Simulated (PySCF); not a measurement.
Ga(Cl)2(OH) (Cl2GaHO), SMILES [Ga]([Cl])([Cl])[OH].

Coordinates come from a B3LYP-D3(BJ)/def2-SVP optimisation. Other conformers were not sampled.

Method: B3LYP-D3(BJ)/def2-SVP (PySCF 2.14.0).

Frequencies are harmonic and unscaled.

```json
[
 {"mode": "1", "ν (cm⁻¹)": "125", "IR (km/mol)": "7.0", "moving atoms (share of kinetic energy)": "Cl 72 %, Ga 23 %"},
 {"mode": "2", "ν (cm⁻¹)": "155", "IR (km/mol)": "14.6", "moving atoms (share of kinetic energy)": "Ga 51 %, O 26 %, Cl 20 %"},
 {"mode": "3", "ν (cm⁻¹)": "165", "IR (km/mol)": "16.7", "moving atoms (share of kinetic energy)": "O 59 %, Cl 19 %, Ga 11 %, H 10 %"},
 {"mode": "4", "ν (cm⁻¹)": "346", "IR (km/mol)": "112.9", "moving atoms (share of kinetic energy)": "H 92 %, O 8 %"},
 {"mode": "5", "ν (cm⁻¹)": "393", "IR (km/mol)": "11.4", "moving atoms (share of kinetic energy)": "Cl 83 %, Ga 12 %"},
 {"mode": "6", "ν (cm⁻¹)": "460", "IR (km/mol)": "76.9", "moving atoms (share of kinetic energy)": "Cl 57 %, Ga 42 %"},
 {"mode": "7", "ν (cm⁻¹)": "725", "IR (km/mol)": "97.3", "moving atoms (share of kinetic energy)": "O 79 %, Ga 20 %"},
 {"mode": "8", "ν (cm⁻¹)": "834", "IR (km/mol)": "89.9", "moving atoms (share of kinetic energy)": "H 91 %"},
 {"mode": "9", "ν (cm⁻¹)": "3833", "IR (km/mol)": "87.3", "moving atoms (share of kinetic energy)": "H 94 %"}
]
```
